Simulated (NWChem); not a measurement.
# TiH3F; SMILES [F][TiH3]

All runs: NWChem. All runs use the structure optimised with PBE-D3(BJ)/def2-SVP. Level r2SCAN/def2-SVP: energy and gradient on several grids; changes count from the extra-fine grid, which is no exact limit either.

Task: Which is the coarsest grid (medium; coarse; fine; xfine; xcoarse) from which on the energy stays within 500 μHa and each gradient component within 500 μHa/bohr of xfine?

Result: coarse.
```csv
grid,size of the energy change (μHa),largest change of a gradient component (μHa/bohr)
xcoarse,300,3000
coarse,300,100
medium,30,70
fine,< 10,50
xfine,< 10,< 30
```
